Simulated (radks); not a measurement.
Initial-state core-level shifts of the cobalt ion Co+ when its valence configuration changes from [Ar] 3d8. Calculated with a radial shooting solver on a logarithmic mesh with Libxc functionals: non-relativistic Kohn-Sham, PBEsol, spin-polarised, spherical densities, point nucleus; open shells are filled with parallel spins first. Shifts are changes of the shell-averaged eigenvalues in eV (positive: less bound); the change of the density at the nucleus, which sets a Mossbauer isomer shift, is in e/bohr^3, on a base of 1.335e+04.

valence               2s       2p       3s       3p  density at nucleus
3d7 4p1           -7.566   -7.504   -7.006   -6.863              +1.052
3d6 4s2          -14.045  -13.907  -12.270  -11.957             +17.067
3d7 4s1           -6.173   -6.108   -5.513   -5.371              +7.643
3d6 4s1 4p1      -15.199  -15.055  -13.413  -13.087             +10.588
3d5 4s2 4p1      -24.538  -24.313  -20.978  -20.456             +22.023
3d7 4s0.5 4p0.5   -6.877   -6.813   -6.266   -6.123              +4.378
3d6 4p2          -16.521  -16.377  -14.798  -14.467              +2.803
3d6.5 4s1.5       -9.945   -9.845   -8.796   -8.572             +12.035
3d6.5 4s1 4p0.5  -10.520  -10.418   -9.381   -9.151              +9.001
